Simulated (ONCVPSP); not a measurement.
Before and after: ONCV potential for N (Z = 7)

nitrogen (N), optimised norm-conserving Vanderbilt (ONCV), made with ONCVPSP 4.0.1 (PBE, scalar-relativistic). Core [He], reference 2s2 2p2 (charge +1). Waves: 2s: rc 1.10 bohr, ncon 4, nbas 8, qcut 7.3 1/bohr, 2 projectors, debl 3.5 Ha; 2p: rc 1.45 bohr, ncon 3, nbas 6, qcut 9.2 1/bohr, 1 projector; d scattering state at 0.31 Ha: rc 1.25 bohr, ncon 3, nbas 8, qcut 8.5 1/bohr, 2 projectors, debl 3.6 Ha. Local part: polynomial inside 1.00 bohr (lpopt 5, dvloc0 4 Ha). Core correction: none.

All-electron outer shells of the reference configuration (PBE, scalar-relativistic, ld1.x):

```json
{"shell": "1s", "level (eV)": "-401.68", "outermost node (bohr)": "–", "outermost maximum (bohr)": "0.15"}
{"shell": "2s", "level (eV)": "-32.46", "outermost node (bohr)": "0.32", "outermost maximum (bohr)": "0.99"}
{"shell": "2p", "level (eV)": "-20.69", "outermost node (bohr)": "–", "outermost maximum (bohr)": "0.92"}
```

Change: all radii scaled by about 1.14 (s 1.26, p 1.66, d 1.42 bohr); local potential polynomial inside 1.14 bohr (lpopt 5, dvloc0 4 Ha).

Cutoffs: the cutoffs (Ha) at which the residual kinetic energy of the hardest occupied pseudo-wave falls to 1 and 0.1 mHa per electron; they do not see the model core or the augmentation charge, which bear on the density cutoff. Errors are all-electron minus pseudo energies relative to the spin-unpolarised reference configuration.

Task: How do hardness, ghosts and transferability respond?

Result: The potential gets softer (28 Ha and 76 Ha → 25 Ha and 30 Ha); of the 4 tests that both files solve, the error grows in 4 and shrinks in 0 by more than 15 % and 0.3 meV (median size 261.8 → 340.6 meV); neither file shows a bound ghost. A larger radius leaves more room for a smooth pseudo-wave, so fewer plane waves are needed. More of the atom is replaced by a form fitted at one configuration, so other configurations suffer.

| quantity | base | changed |
| --- | --- | --- |
| cutoff, loose | 28 Ha | 25 Ha |
| cutoff, tight | 76 Ha | 30 Ha |
| loose cutoff by channel | s 24 Ha, p 28 Ha | s 21 Ha, p 25 Ha |
| bound ghosts | none | none |
| GHOST(+) flags under 300 eV | none | none |
| error for 2s2 2p3, meV [ΔE -13.59 eV] | +10 | +14 |
| error for 2s2 2p1, meV [ΔE 28.85 eV] | +58 | +80 |
| error for 2s2 2p0, meV [ΔE 75.94 eV] | +465 | +601 |
| error for 2s1 2p0, meV [ΔE 153.75 eV] | +863 | +1034 |
